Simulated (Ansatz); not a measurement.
`O[SiH2][SiH](S)Cl` + SiH₄ → `O[SiH2][SiH]([SiH3])Cl` + H₂S  (formal exchange of groups at the Si–S bond)

Program: Ansatz. Geometries: PBE0-D4/def2-TZVP. ΔE: electronic, gas phase. CCSD(T)/CBS adds triple-zeta CCSD(T) − MP2 to the extrapolated MP2 energy (def2 sets, frozen cores). This one scheme is used for every species. Each species was taken in one conformer, which may not be the lowest.

`O[SiH2][SiH](S)Cl`:

Cartesian coordinates in Å:
```
O -0.014 1.803 -0.837
Si -0.018 0.206 -1.262
Si 0.215 -1.021 0.720
S -1.460 -0.736 1.998
Cl 1.965 -0.268 1.555
H 0.763 2.119 -0.370
H 1.092 -0.133 -2.196
H -1.323 -0.045 -1.918
H 0.379 -2.491 0.623
H -1.598 0.566 1.686
```

SiH₄:

Z-matrix (Å, degrees):
```
Si
H 1 1.485
H 1 1.485 2 109.5
H 1 1.485 2 109.5 3 -120.0
H 1 1.485 2 109.5 3 120.0
```

`O[SiH2][SiH]([SiH3])Cl`:

Cartesian coordinates in Å:
```
O 1.050 2.528 1.244
Si 0.119 1.172 1.346
Si 0.661 -0.268 -0.429
Si -0.963 -1.865 -0.960
Cl 0.861 1.026 -2.057
H 1.166 2.902 0.368
H 0.395 0.555 2.667
H -1.336 1.485 1.255
H 1.988 -0.917 -0.244
H -0.555 -2.647 -2.156
H -2.255 -1.182 -1.231
H -1.133 -2.787 0.196
```

H₂S:

```xyz
3

S    -0.239    0.342    0.457
H     0.596    0.603   -0.559
H    -0.357   -0.945    0.102
```

```csv
level,ΔE (eV)
CCSD/def2-TZVPP,0.61
CCSD(T)/def2-TZVPP,0.61
```

(1) What does CCSD(T)/CBS give? (Best estimate.)

Largest T1 diagnostic among the species: 0.012.

## Answers

(1) The calculation gave: +0.63 eV. The listed levels differ from it by -0.02, -0.02 eV.
